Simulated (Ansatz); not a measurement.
`c1cc2sc(-c3cc4sc(-c5cc6sc(-c7cc8sc(-c9cc%10sc(-c%11cc%12sc(-c%13cc%14sccc%14s%13)cc%12s%11)cc%10s9)cc8s7)cc6s5)cc4s3)cc2s1`, 72 atoms. Hardware: 11 threads of AMD EPYC 7R13 on a shared host and a whole NVIDIA H100 80GB HBM3.

Single mean-field runs in def2-SVP, def2-TZVP are fitted with def2-universal-jkfit.

Task: How many basis functions does each of these Ansatz runs have, and roughly what does it cost? PBE0-D4/def2-TZVP, charge 1 doublet at the geometry of the charge 0 singlet, energy; PBE-D4/def2-SVP, charge 0 singlet, relaxation, 5 steps; PBE0-D4/def2-TZVP, charge 0 triplet at the geometry of the charge 0 singlet, energy; PBE0-D4/def2-SVP, charge 0 singlet, energy, from earlier orbitals; PBE-D4/def2-TZVP, charge 0 triplet at the geometry of the charge 0 singlet, energy, from earlier orbitals; PBE0-D4/def2-TZVP, charge -1 doublet at the geometry of the charge 0 singlet, energy; PBE-D4/def2-TZVP, charge 1 doublet at the geometry of the charge 0 singlet, energy, from earlier orbitals; PBE-D4/def2-TZVP, charge 0 singlet, energy and forces, from earlier orbitals; PBE-D4/def2-TZVP, charge -1 doublet at the geometry of the charge 0 singlet, energy, from earlier orbitals; PBE-D4/def2-SVP, charge 0 singlet, energy, from earlier orbitals; PBE0-D4/def2-TZVP, charge 0 singlet, energy, from earlier orbitals; r2SCAN-D4/def2-TZVP, charge 0 singlet, energy and forces, from earlier orbitals.

Result: Other jobs shared the machine, so times can vary by a factor of up to 3.

```
                                                                                                       run  functions  fitting or Cholesky vectors  wall time  peak host memory (GiB)
                                          PBE-D4/def2-SVP, charge 0 singlet, energy, from earlier orbitals        920                         5230      8.5 s                     1.3
                                         PBE0-D4/def2-SVP, charge 0 singlet, energy, from earlier orbitals        920                         5230      9.5 s                     1.3
                              PBE-D4/def2-TZVP, charge 0 singlet, energy and forces, from earlier orbitals       1916                         5230       14 s                     1.9
                           r2SCAN-D4/def2-TZVP, charge 0 singlet, energy and forces, from earlier orbitals       1916                         5230       15 s                     1.9
                                        PBE0-D4/def2-TZVP, charge 0 singlet, energy, from earlier orbitals       1916                         5230       16 s                     1.8
                                                    PBE-D4/def2-SVP, charge 0 singlet, relaxation, 5 steps        920                         5230       20 s                     1.4
 PBE-D4/def2-TZVP, charge 1 doublet at the geometry of the charge 0 singlet, energy, from earlier orbitals       1916                         5230       21 s                     2.5
PBE-D4/def2-TZVP, charge -1 doublet at the geometry of the charge 0 singlet, energy, from earlier orbitals       1916                         5230       21 s                     2.5
 PBE-D4/def2-TZVP, charge 0 triplet at the geometry of the charge 0 singlet, energy, from earlier orbitals       1916                         5230       27 s                     3.6
                      PBE0-D4/def2-TZVP, charge -1 doublet at the geometry of the charge 0 singlet, energy       1916                         5230       45 s                     3.8
                       PBE0-D4/def2-TZVP, charge 1 doublet at the geometry of the charge 0 singlet, energy       1916                         5230       45 s                     3.8
                       PBE0-D4/def2-TZVP, charge 0 triplet at the geometry of the charge 0 singlet, energy       1916                         5230       71 s                     3.8
```
